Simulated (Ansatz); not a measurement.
`[OH][Ta](=[S])([Cl])[Cl]` + `[F][Cd][Cl]` → `[S]=[Ta]([Cl])([Cl])[Cl]` + `[OH][Cd][F]` at 600 K and 1 bar (redistribution).

Calculated with Ansatz (gas phase, PBE0-D4/def2-TZVP geometries, no zero-point term in ΔE). CBS: MP2 limit from def2 TZ/QZ plus the TZ coupled-cluster correction, frozen cores. Elements past krypton have def2 core potentials. For Cd, Ta outer-core shells are correlated without core-valence functions, which leaves a few kJ/mol of doubt a bond. One conformer a species, not always the lowest.

```json
{"species": "`[OH][Ta](=[S])([Cl])[Cl]`", "CCSD(T)/CBS energy (Eh)": "-1450.24360", "H − E (kJ/mol)": "102.3", "S (J/(mol·K))": "456.0"}
{"species": "`[F][Cd][Cl]`", "CCSD(T)/CBS energy (Eh)": "-727.34376", "H − E (kJ/mol)": "38.6", "S (J/(mol·K))": "321.6"}
{"species": "`[S]=[Ta]([Cl])([Cl])[Cl]`", "CCSD(T)/CBS energy (Eh)": "-1834.25051", "H − E (kJ/mol)": "67.0", "S (J/(mol·K))": "444.5"}
{"species": "`[OH][Cd][F]`", "CCSD(T)/CBS energy (Eh)": "-343.29729", "H − E (kJ/mol)": "71.4", "S (J/(mol·K))": "333.2"}
```

H − E and S are ideal-gas, rigid-rotor, harmonic terms from PBE0-D4/def2-TZVP, for one conformer and one mirror image of each species. 1 Eh = 2625.50 kJ/mol, R = 8.31446 J/(mol·K).

Question: By hand: ΔE, ΔH, ΔS and ΔG.

Answer: ΔE = (-1834.25051) + (-343.29729) − (-1450.24360) − (-727.34376) = 0.03956 Eh = 103.9 kJ/mol. Δ(H − E) = 67.0 + 71.4 − 102.3 − 38.6 = -2.5, so ΔH = 101.4 kJ/mol. ΔS = 444.5 + 333.2 − 456.0 − 321.6 = 0.1 J/(mol·K). ΔG = 101.4 − 600 × (0.1)/1000 = 101.3 kJ/mol.

Question: By hand: the equilibrium constant, and the temperature at which ΔG would vanish if ΔH and ΔS stayed fixed.

Answer: log₁₀ K = −ΔG/(RT ln 10) = -8.8. ΔG = 0 at ΔH/ΔS = 1014000 K, far beyond where these terms or the molecules hold.

The number of gas molecules stays the same, so ΔS is small and ΔH decides. A doubt of 5 kJ/mol in ΔE shifts log₁₀ K by 0.4 here. Other conformers and mirror images would add mixing entropy, several J/(mol·K) or more a flexible species. These are equilibria of isolated gas molecules and say nothing of rates. Largest T1 diagnostic: 0.020 (customary marks: 0.02 for closed shells, 0.045 for open ones).
